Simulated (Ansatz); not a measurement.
Cost and result for the atomization energy of C2H4OSi, SMILES `C#C[SiH2]O` (8 atoms, 7 bonds).

```xyz
8

C    -0.8586    0.6958   -1.8568
C    -0.5067    0.1957   -0.8166
Si    0.0487   -0.5672    0.7493
O     1.0754    0.4218    1.5631
H    -1.1748    1.1376   -2.7742
H     0.6856   -1.8623    0.4002
H    -1.1099   -0.7784    1.6415
H     1.8403    0.7570    1.0935
```

The species carries charge 0 and has multiplicity 1. The structure was optimised at the PBE0-D4/def2-TZVP level. It is one conformer, not always the lowest. Program: Ansatz. All runs use 2 threads of an Arm Neoverse V1 on a shared host. Times are those of one run each, without the atoms' runs, and a repeat can differ threefold. Electronic energies, without spin–orbit coupling; frozen cores. CCSD(T)/CBS adds CCSD(T) − MP2 in def2-TZVPP to the MP2 limit, and its time is that of the two runs behind it. T1 = 0.012. B3LYP takes the VWN-RPA correlation (the form of Gaussian; ORCA's B3LYP/G). HSE06 is the plane-wave form, built on full-range PBE exchange.

CCSD(T)/CBS is a level of theory with its own doubt, some kJ/mol a heavy atom from the limit and from the frozen cores, so smaller differences don't rank the functionals.

| level | functions | wall time |
| --- | --- | --- |
| revPBE-D4/def2-TZVPP | 191 | 1.9 s |
| CCSD(T)/def2-SVP | 80 | 2.2 s |
| HSE06-D4/def2-TZVPP | 191 | 2.8 s |
| BHLYP-D4/def2-TZVPP | 191 | 2.9 s |
| B3LYP-D4/def2-TZVPP (with forces) | 191 | 3.6 s |
| r2SCAN-D4/def2-TZVPP (with forces) | 191 | 4.4 s |
| r2SCANh-D4/def2-TZVPP | 191 | 4.8 s |
| PBE-QIDH/def2-TZVPP | 191 | 4.8 s |
| ωB97X-V/def2-TZVPP | 191 | 8 s |
| ωB97M-V/def2-TZVPP (with forces) | 191 | 10 s |
| MP2/def2-QZVPP | 361 | 16 s |
| CCSD(T)/def2-TZVPP | 191 | 51 s |
| CCSD(T)/CBS(def2) | – | 67 s |

What atomization energy does each give, and how far from CCSD(T)/CBS? (Estimate.)

Computed: 
```
                             level  atomization (kJ/mol)  difference from CCSD(T)/CBS  per bond
              revPBE-D4/def2-TZVPP                3155.4                        -41.0      -5.9
                  CCSD(T)/def2-SVP                2984.3                       -212.1     -30.3
               HSE06-D4/def2-TZVPP                3171.9                        -24.5      -3.5
               BHLYP-D4/def2-TZVPP                3076.9                       -119.5     -17.1
 B3LYP-D4/def2-TZVPP (with forces)                3179.7                        -16.7      -2.4
r2SCAN-D4/def2-TZVPP (with forces)                3186.5                         -9.9      -1.4
             r2SCANh-D4/def2-TZVPP                3161.1                        -35.3      -5.0
               PBE-QIDH/def2-TZVPP                3158.8                        -37.6      -5.4
                ωB97X-V/def2-TZVPP                3183.4                        -13.0      -1.9
  ωB97M-V/def2-TZVPP (with forces)                3193.5                         -2.9      -0.4
                    MP2/def2-QZVPP                3239.5                         43.1       6.2
                CCSD(T)/def2-TZVPP                3105.6                        -90.8     -13.0
                 CCSD(T)/CBS(def2)                3196.4                          0.0       0.0
```

From PBE to PBE0 (25 % exact exchange), in def2-TZVPP and without D4, the atomization energy moves by −66.3 kJ/mol: exact exchange takes away binding that semilocal exchange gives to molecules. In def2-TZVPP, CCSD(T) changes the Hartree–Fock value by +790.5 kJ/mol (the triples alone add +53.9 kJ/mol) and MP2 by +870.2 kJ/mol; breaking electron pairs costs correlation energy, which Hartree–Fock lacks. Leaving LDA and LC-ωPBE aside and taking each functional with its dispersion term where it has one, the values, not all of them listed here, spread over 160.8 kJ/mol, from BHLYP-D4 to PBE-D4. LDA lies +397.8 kJ/mol from PBE without D4, its usual overbinding.
